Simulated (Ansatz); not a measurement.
Z-matrix (Å, degrees):
```
Cd
Cl 1 2.264
Cl 1 2.264 2 180.0
```

The species carries charge 0 and has multiplicity 1. Cd: def2 effective core potential.

Problem. List the PBE0/def2-TZVPP orbital energies in eV (the Gaussian-basis code of Ansatz). (An estimate is asked.)

Solution. Computed: Occupied: -2767.22, -2767.22, -259.03, -259.03, -197.31, -197.31, -197.17, -197.17, -197.17, -197.17, -116.24, -75.54, -75.54, -75.48, -22.74, -22.28, -16.44, -16.44, -16.44, -16.32, -16.32, -10.71, -10.13, -9.31, -9.31, -8.89, -8.89. Lowest empty: -2.18, -0.63, -0.63, 2.02, 2.67, 5.15, 5.15, 6.65.
